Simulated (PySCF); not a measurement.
Energy of Sm²⁺ (samarium, charge +2) between two integer charges

The 4f alpha orbital of [Xe] 4f6 is emptied in steps (occupation f), with all orbitals relaxed, ending at [Xe] 4f5. All numbers are calculated (PySCF 2.14, a scalar-relativistic core potential, in def2-TZVP with the def2 core potential (28 electrons)). The exact energy is a straight line in f; departures are measured from the line between the end points of the same method.

| f | PBE0 (eV) | r2SCAN (eV) | LC-wPBE (eV) |
| --- | --- | --- | --- |
| 1 | 0.000 | 0.000 | 0.000 |
| 0.75 | -0.964 | -1.443 | -0.544 |
| 0.5 | -1.299 | -1.942 | -0.741 |
| 0.25 | -0.983 | -1.468 | -0.566 |
| 0 | 0.000 | 0.000 | 0.000 |

| method | E(f=0) − E(f=1) (eV) | −ε at f=1 (eV) | −ε at f=0.5 (eV) |
| --- | --- | --- | --- |
| PBE0 | 24.410 | 19.324 | 24.358 |
| r2SCAN | 24.098 | 16.476 | 24.030 |
| LC-wPBE | 24.619 | 21.784 | 24.557 |

Orbital energy along the path (eV):

```
   f     PBE0   r2SCAN  LC-wPBE
   1  -19.324  -16.476  -21.784
0.75  -21.798  -20.196  -23.120
 0.5  -24.358  -24.030  -24.557
0.25  -26.996  -27.968  -26.085
   0  -29.699  -31.985  -27.692
```

Reference removal energy between the ground levels: 23.55 ± 0.08 eV (semi-empirical (NIST evaluation); NIST Atomic Spectra Database, ionization energies). The calculation has no spin-orbit coupling. The determinant left behind need not be the lowest term of the ion.
